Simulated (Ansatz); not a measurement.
Basis sets compared for GeHMe2(OiPr) (C5H14GeO). Total charge 0; singlet. Geometry PBE0-D4/def2-SVP. Ansatz on 2 threads of AMD EPYC 7R13 on a shared host and a share (18 GiB) of an NVIDIA H100 80GB HBM3; times are rough, and most runs start from earlier orbitals.

```xyz
21

Ge    1.011    0.350    0.909
H     0.651    1.847    1.091
C     1.326   -0.549    2.600
H     2.218   -0.143    3.101
H     1.481   -1.623    2.422
H     0.459   -0.428    3.264
C     2.519    0.126   -0.303
H     3.438    0.536    0.143
H     2.338    0.633   -1.262
H     2.674   -0.945   -0.500
O    -0.429   -0.461    0.221
C    -1.413    0.217   -0.524
C    -2.619   -0.699   -0.618
C    -0.895    0.625   -1.896
H    -1.720    1.140    0.014
H    -2.349   -1.622   -1.154
H    -3.451   -0.213   -1.151
H    -2.960   -0.979    0.389
H    -0.054    1.332   -1.811
H    -0.543   -0.262   -2.446
H    -1.681    1.116   -2.490
```

The 6-31G sets use Cartesian d functions.

Binding counts from free atoms (Ge triplet, H doublet, C triplet, O triplet) in the same basis, without a counterpoise term.

```csv
level,functions,energy (Eh),HOMO (eV),LUMO (eV),binding per atom (eV),wall time
HF/STO-3G,62,-2320.8512,-8.01,11.70,3.74,17 s
HF/6-31G,111,-2347.3032,-10.74,4.52,2.81,14 s
PBE-D4/def2-SVP,186,-2350.0811,-5.62,0.63,4.00,14 s
PBE0-D4/def2-SVP,186,-2350.1837,-7.18,1.52,3.96,17 s
```

(1) Estimate the rows for PBE-D4/def2-TZVP (with forces), PBE0-D4/def2-TZVP.

Results:

(1) 
```tsv
level	functions	energy (Eh)	HOMO (eV)	LUMO (eV)	binding per atom (eV)	wall time
PBE-D4/def2-TZVP (with forces)	318	-2350.6538	-5.79	0.30	3.98	16 s
PBE0-D4/def2-TZVP	318	-2350.7483	-7.28	1.13	3.93	14 s
```
